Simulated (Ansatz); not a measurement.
C₃H₁₁HfN, SMILES `[CH3][Hf]([CH3])([CH3])[NH2]`, relaxed with RKS PBE0-D4/def2-TZVP in the Gaussian-basis code of Ansatz from a GFN2-xTB geometry. The force threshold is 0.005 eV/Å; the program also tests the step.

Total charge 0; spin multiplicity 1. Hf: def2 effective core potential.

Start:

```xyz
16

C     1.565    0.150   -1.551
Hf    0.046   -0.123    0.143
C    -0.127    1.897    1.201
C    -2.030   -0.750   -0.601
N     0.750   -1.652    1.381
H     1.599   -0.679   -2.270
H     1.372    1.054   -2.146
H     2.590    0.258   -1.171
H    -0.778    2.594    0.654
H     0.841    2.409    1.299
H    -0.538    1.842    2.218
H    -2.477   -0.018   -1.289
H    -2.039   -1.709   -1.139
H    -2.750   -0.864    0.222
H     0.242   -2.519    1.552
H     1.735   -1.890    1.496
```

How much energy does the relaxation release, and in how many steps? (Best estimate.)

Computed: 19.41 kJ/mol, in 41 steps, 7 of them rejected.

Which bonds change most? (Best estimate.)

Computed: C1–Hf2 from 2.291 to 2.224 Å; Hf2–C4 from 2.293 to 2.227 Å; Hf2–N5 from 2.090 to 2.028 Å; Hf2–C3 from 2.287 to 2.226 Å.

Give the relaxed structure. (An estimate is asked.)

Computed: 
```xyz
16

C     1.504    0.165   -1.601
Hf    0.121   -0.146    0.112
C    -0.222    1.773    1.188
C    -1.874   -0.769   -0.655
N     0.801   -1.549    1.409
H     1.010   -0.070   -2.554
H     1.840    1.208   -1.660
H     2.404   -0.460   -1.544
H    -0.874    2.432    0.599
H     0.717    2.315    1.355
H    -0.696    1.643    2.167
H    -2.289    0.001   -1.320
H    -1.825   -1.702   -1.231
H    -2.604   -0.928    0.148
H     0.368   -1.780    2.293
H     1.620   -2.132    1.295
```
